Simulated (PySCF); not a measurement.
Vertical excitations of a molecule C₈H₆N₂O₃S from TDA-PBE/def2-SVP (PySCF), as energy in eV (oscillator strength): 3.90 (0.030), 3.91 (0.045), 4.38 (0.514), 4.88 (0.046), 4.93 (0.012), 5.26 (0.001). Lowest triplet (TDA): 2.74 eV. The structure is a stationary point at PBE-D3(BJ)/def2-SVP. The values are those of a single conformer.

Task: Pick the molecule that these values belong to.
A) c1nnc(-c2scc3c2OCCO3)o1
B) C#Cc1ncc(C=O)nc1S(C)(=O)=O
C) C#Cc1cnc(C=O)nc1S(C)(=O)=O
D) O=S(=O)(c1ccccc1)c1nnco1

Result: A, c1nnc(-c2scc3c2OCCO3)o1
